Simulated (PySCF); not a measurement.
O3Se, SMILES O=[Se+2]([O-])[O-].

Geometry: B3LYP-D3(BJ)/def2-SVP.

Computed with PySCF with ωB97X/def2-TZVPD.

The molecule is in vacuum.

The total energy is -2627.15329 hartree and the point group comes out as D3h. The highest occupied level comes out as -12.68 eV, the lowest empty level is -1.71 eV and the orbital gap is 10.96 eV. The dipole moment is 0.00 D and the quadrupole, principal values (traceless, Buckingham form, about the centre of nuclear charge) comes out as -3.92, -3.92, 7.83 D·Å. The mean static polarisability is 36.9 bohr³ (5.47 Å³) and the polarisability, principal values is 25.4, 42.7, 42.7 bohr³.
